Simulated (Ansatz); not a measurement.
Computed with Ansatz on PBE0-D4/def2-TZVP structures; ΔE is electronic, products minus reactants. CCSD(T)/CBS adds triple-zeta CCSD(T) − MP2 to the extrapolated MP2 energy (def2 sets, frozen cores). This one scheme is used for every species. DFT in def2-TZVPP. B3LYP here is the variant with VWN-RPA as its local correlation; programs differ in this. Each species was taken in one conformer, which may not be the lowest.

Consider the ligand exchange at the Si–Cl bond: `C[SiH](F)Cl` + CH₃NH₂ → `CN[SiH](C)F` + HCl.

```csv
level,ΔE (kcal/mol)
B3LYP-D4,8.4
PBE,10.3
CCSD(T)/def2-SVP,7.3
SCS-MP2/def2-TZVPP,8.6
```

(1) What does CCSD(T)/CBS give? (An estimate is asked.)

(2) What do rigid-rotor, harmonic-oscillator terms from PBE0-D4/def2-TZVP frequencies (298.15 K, 1 bar) make of the CCSD(T)/CBS value? (An estimate is asked.)

Largest T1 diagnostic among the species: 0.010.

## Answers

(1) The calculation gave: +8.7 kcal/mol. The listed levels differ from it by -0.3, 1.6, -1.4, -0.1 kcal/mol.

(2) Computed: ΔZPE = -2.6 kcal/mol, ΔH = +6.7 kcal/mol, ΔS = -14 J/(mol·K), ΔG = +7.7 kcal/mol.

In def2-TZVPP, CCSD(T) changes the Hartree–Fock value by −2.4 kcal/mol (the triples alone add −0.1 kcal/mol) and MP2 by −1.8 kcal/mol. The D4 term adds −1.3 kcal/mol with B3LYP and −0.8 kcal/mol with PBE0; it sums over pairs of atoms, weighted by their polarisabilities, and B3LYP, whose exchange is more repulsive, gets the larger term.
